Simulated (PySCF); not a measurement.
# Fractional electron number in Os²⁺ (osmium, charge +2)

The 5d beta orbital of [Xe] 4f14 5d6 is emptied in steps (occupation f), with all orbitals relaxed, ending at [Xe] 4f14 5d5. Calculation: PySCF 2.14, in aug-cc-pVDZ-PP with ECP60MDF; a scalar-relativistic core potential. The exact energy is a straight line in f; departures are measured from the line between the end points of the same method.

```
  f  BHandHLYP (eV)  wB97X (eV)  CAM-B3LYP (eV)
  1           0.000       0.000           0.000
0.8          -0.379      -0.217          -0.400
0.6          -0.576      -0.328          -0.606
0.4          -0.583      -0.327          -0.613
0.2          -0.395      -0.210          -0.414
  0           0.000       0.000           0.000
```

Task: For BHandHLYP, how does the orbital energy at f = 1 compare with the removal energy?

Result: −ε = 24.310 eV against a total-energy difference of 26.652 eV. By Janak's theorem ε = ∂E/∂f, so the gap between them reflects the curvature. Along the path −ε is 25.208 (f = 0.8), 26.135 (f = 0.6), 27.096 (f = 0.4), 28.099 (f = 0.2) eV.

| method | E(f=0) − E(f=1) (eV) | −ε at f=1 (eV) | −ε at f=0.4 (eV) |
| --- | --- | --- | --- |
| BHandHLYP | 26.652 | 24.310 | 27.096 |
| wB97X | 26.768 | 25.424 | 27.061 |
| CAM-B3LYP | 26.957 | 24.480 | 27.433 |

Reference removal energy between the ground levels: 25 ± 1.6 eV (theoretical estimate listed by NIST; NIST Atomic Spectra Database, ionization energies). The calculation has no spin-orbit coupling. The determinant left behind need not be the lowest term of the ion.
